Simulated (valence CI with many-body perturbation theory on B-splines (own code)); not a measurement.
Values are calculated unless marked as measured or tabulated.
**Sensitivity of CI+MBPT for Te¹²⁺**

Level of theory: valence CI with perturbative core correlation (CI+MBPT): four valence electrons over a frozen Dirac-Fock core [Kr], radial functions for each j: 6 s, 6 p, 5 d, 5 f, 1 g, with the one-electron correlation potential Σ1, the two-electron term Σ2, the three-electron term Σ3, Breit, model QED; selected CI, second order for the rest, scaled by the run's own slope (own B-spline code, finite nucleus).

No measured spectrum was set against this ion. As an estimate, terms of the open shell hold to 2 to 4 % of their energy, and close levels can change places. Only levels of the ground parity were solved; by the run's estimate the other parity begins above the list, which can be wrong where configurations are misplaced.

The reference run has the lowest level 4d4 5D_0 and an ionisation energy of 272.774 eV. Its largest variational space holds 9978 state functions.

Names give the largest LS component (configuration and term), which can be under half, so a name can repeat, a term be missing and a line seem to break the LS rules; names also repeat where a configuration has a term twice.

Changed runs:
A. logarithmic knot step 0.27 → 0.33
B. orbitals per symmetry with explicit Σ2 and valence Breit (the others get mean screening factors) 5 → 1
C. Breit term on → off; QED terms on → off
D. Davidson iteration limit 60 → 1 (bad on purpose)

Excitation energies of the reference run in cm⁻¹, and shifts in cm⁻¹:

```csv
Level,Reference,A,B,C,D
4d4 5D_1,4893,-0.4,-15,+268,+78
4d4 5D_2,9959,-0.7,-17,+477,+167
4d4 5D_3,14513,-0.8,-5.8,+619,+190
4d4 5D_4,18387,-0.8,+21,+699,+221
4d4 3P_0,32018,+0.3,+179,+309,+20
4d4 3H_4,33770,-1.0,+188,+436,+494
4d4 3G_3,40671,-1.0,+180,+451,+509
4d4 3H_5,41184,-1.6,+193,+709,+337
4d4 3P_1,43027,-0.4,+184,+556,+240
4d4 3F_2,43128,-0.7,+204,+442,+518
4d4 3H_6,44862,-1.8,+224,+857,+207
4d4 3G_4,48752,-1.4,+194,+808,+482
Ionisation energy (eV),272.774,-0.0039,+0.116,+0.042,+0.00022
```

Run D: The Davidson iterations stopped at their limit.
